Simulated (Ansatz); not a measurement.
Species: CH4ClSi, charge 0, doublet. CH4ClSi (SMILES Cl[SiH]C, doublet).
B3LYP-D3(BJ)/def2-TZVP minimum from Ansatz (a quantum-chemistry and plane-wave program):
```
C
H 1 1.0901
H 1 1.0919 2 108.64
H 1 1.0932 2 108.51 3 -117.92
Si 1 1.8743 2 111.10 4 -120.97
H 5 1.4883 1 111.44 2 179.44
Cl 5 2.0791 6 106.91 1 119.35
```
Charge 0, spin multiplicity 2.

Atomisation energy term by term, kcal/mol (programs: Ansatz). Radicals and triplets start from unrestricted determinants; spin-orbit coupling is neglected. Correlated methods leave the cores frozen. Rows without X2C or -DK are non-relativistic. CBS(X,Y): correlation extrapolated as X^-3, Hartree-Fock from the larger set. A bracket is a step between two methods taken in the basis named. '+ core + X2C': CCSD(T) terms for core correlation (cc-pwCVTZ, 1s frozen past Ne) and scalar relativity (cc-pVTZ-DK). Where a partner has so few electrons that a lower coupled-cluster level is exact, that level stands in.

| term | basis | kcal/mol |
|---|---|---|
| Hartree-Fock | cc-pV(Q+d)Z | 422.35 |
| CCSD correlation | CBS(cc-pV(T+d)Z,cc-pV(Q+d)Z) | 119.75 |
| (T) | CBS(cc-pV(T+d)Z,cc-pV(Q+d)Z) | 7.32 |
| CCSDT(Q) - CCSD(T) | cc-pV(D+d)Z | 0.37 |
| core correlation | cc-pwCVTZ | 1.08 |
| scalar relativity | X2C, cc-pVTZ-DK | -0.98 |
| sum: De |  | 549.9 |
